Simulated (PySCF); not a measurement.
Can point charges reproduce the dipole moment of `CO[C@@]1(F)CCCCOC1`?

Coordinates (GFN2-xTB, Å) and charges (e) from the PBE0/pcSseg-1 density (PySCF):

```json
{"atom": "C1", "x": "3.096", "y": "0.686", "z": "0.549", "Mulliken": "-0.0356", "IAO": "-0.2141", "Hirshfeld": "-0.0423", "ESP-fitted": "-0.0550"}
{"atom": "O2", "x": "2.022", "y": "-0.133", "z": "0.980", "Mulliken": "-0.5086", "IAO": "-0.3810", "Hirshfeld": "-0.1341", "ESP-fitted": "-0.4226"}
{"atom": "C3", "x": "0.848", "y": "-0.065", "z": "0.249", "Mulliken": "+0.2920", "IAO": "+0.4522", "Hirshfeld": "+0.1633", "ESP-fitted": "+0.5854"}
{"atom": "F4", "x": "1.160", "y": "-0.408", "z": "-1.077", "Mulliken": "-0.3433", "IAO": "-0.3513", "Hirshfeld": "-0.1091", "ESP-fitted": "-0.2545"}
{"atom": "C5", "x": "-0.086", "y": "-1.133", "z": "0.827", "Mulliken": "-0.1777", "IAO": "-0.2784", "Hirshfeld": "-0.0878", "ESP-fitted": "-0.3576"}
{"atom": "C6", "x": "-1.159", "y": "-1.622", "z": "-0.145", "Mulliken": "-0.2284", "IAO": "-0.2596", "Hirshfeld": "-0.0738", "ESP-fitted": "+0.1430"}
{"atom": "C7", "x": "-2.321", "y": "-0.644", "z": "-0.294", "Mulliken": "-0.2320", "IAO": "-0.2688", "Hirshfeld": "-0.0769", "ESP-fitted": "-0.1969"}
{"atom": "C8", "x": "-1.868", "y": "0.749", "z": "-0.732", "Mulliken": "+0.0519", "IAO": "-0.0593", "Hirshfeld": "+0.0025", "ESP-fitted": "+0.2131"}
{"atom": "O9", "x": "-1.157", "y": "1.417", "z": "0.297", "Mulliken": "-0.5218", "IAO": "-0.3963", "Hirshfeld": "-0.1393", "ESP-fitted": "-0.3963"}
{"atom": "C10", "x": "0.235", "y": "1.356", "z": "0.212", "Mulliken": "+0.1484", "IAO": "-0.0868", "Hirshfeld": "-0.0185", "ESP-fitted": "-0.1473"}
{"atom": "H11", "x": "3.948", "y": "0.384", "z": "1.154", "Mulliken": "+0.1262", "IAO": "+0.1639", "Hirshfeld": "+0.0541", "ESP-fitted": "+0.1176"}
{"atom": "H12", "x": "3.318", "y": "0.515", "z": "-0.507", "Mulliken": "+0.1137", "IAO": "+0.1433", "Hirshfeld": "+0.0375", "ESP-fitted": "+0.0738"}
{"atom": "H13", "x": "2.892", "y": "1.748", "z": "0.711", "Mulliken": "+0.0967", "IAO": "+0.1250", "Hirshfeld": "+0.0404", "ESP-fitted": "+0.0444"}
{"atom": "H14", "x": "-0.543", "y": "-0.720", "z": "1.726", "Mulliken": "+0.1315", "IAO": "+0.1487", "Hirshfeld": "+0.0415", "ESP-fitted": "+0.1221"}
{"atom": "H15", "x": "0.556", "y": "-1.968", "z": "1.116", "Mulliken": "+0.1352", "IAO": "+0.1558", "Hirshfeld": "+0.0400", "ESP-fitted": "+0.1066"}
{"atom": "H16", "x": "-0.706", "y": "-1.806", "z": "-1.121", "Mulliken": "+0.1278", "IAO": "+0.1417", "Hirshfeld": "+0.0289", "ESP-fitted": "-0.0019"}
{"atom": "H17", "x": "-1.548", "y": "-2.572", "z": "0.225", "Mulliken": "+0.1213", "IAO": "+0.1396", "Hirshfeld": "+0.0417", "ESP-fitted": "+0.0067"}
{"atom": "H18", "x": "-3.028", "y": "-1.031", "z": "-1.031", "Mulliken": "+0.1172", "IAO": "+0.1367", "Hirshfeld": "+0.0427", "ESP-fitted": "+0.0383"}
{"atom": "H19", "x": "-2.841", "y": "-0.544", "z": "0.660", "Mulliken": "+0.1207", "IAO": "+0.1362", "Hirshfeld": "+0.0367", "ESP-fitted": "+0.0752"}
{"atom": "H20", "x": "-2.746", "y": "1.369", "z": "-0.937", "Mulliken": "+0.1195", "IAO": "+0.1448", "Hirshfeld": "+0.0420", "ESP-fitted": "+0.0339"}
{"atom": "H21", "x": "-1.261", "y": "0.688", "z": "-1.643", "Mulliken": "+0.1066", "IAO": "+0.1221", "Hirshfeld": "+0.0345", "ESP-fitted": "+0.0216"}
{"atom": "H22", "x": "0.593", "y": "1.904", "z": "1.088", "Mulliken": "+0.1255", "IAO": "+0.1581", "Hirshfeld": "+0.0450", "ESP-fitted": "+0.1581"}
{"atom": "H23", "x": "0.592", "y": "1.859", "z": "-0.702", "Mulliken": "+0.1131", "IAO": "+0.1275", "Hirshfeld": "+0.0306", "ESP-fitted": "+0.0925"}
```

Q: What dipole does each set of charges give (1 e·Å = 4.803 D), and what does the density give?

A: The full density gives (0.22, 0.40, -0.34) D, 0.57 D in size; dipole vectors point from the negative to the positive end.

```csv
scheme,μx,μy,μz,size (D),share of the full size (%),angle to the full dipole (°)
Mulliken,-0.32,1.24,-0.65,1.44,253,38
IAO,0.15,0.65,-0.01,0.67,117,39
Hirshfeld,0.27,0.35,-0.03,0.44,78,34
ESP-fitted,0.21,0.41,-0.36,0.59,103,2
```

Q: Which set comes closest?

A: Length of the difference vector: ESP-fitted 0.02 D, Hirshfeld 0.32 D, IAO 0.42 D, Mulliken 1.05 D. Closest: ESP-fitted. 

Q: What is left for the Hirshfeld atoms' own dipoles?

A: The Hirshfeld atoms' densities add up to the full density, so μ = Σ q r + Σ (atomic dipoles). The atomic dipoles sum to (0.22, 0.40, -0.34) − (0.27, 0.35, -0.03) = (-0.05, 0.05, -0.31) D, 0.32 D in size.

Q: With the origin at the mean of the coordinates, (0.000, 0.001, 0.070) Å, which are the largest single terms, by size, of the ESP-fitted dipole along the direction of the full one?

A: C5 +2.20, C7 +1.08, F4 -1.04, C6 -1.00, H14 -1.00 D; all 23 atoms together +0.59 D. The single terms depend on the origin, their sum doesn't.

Q: Give the size of the full dipole in other units.

A: 0.57 D = 0.224 au = 0.118 e·Å = 1.90 × 10⁻³⁰ C·m.

One conformer (not necessarily the lowest) at the GFN2-xTB geometry, without solvent, vibrations or thermal averaging.
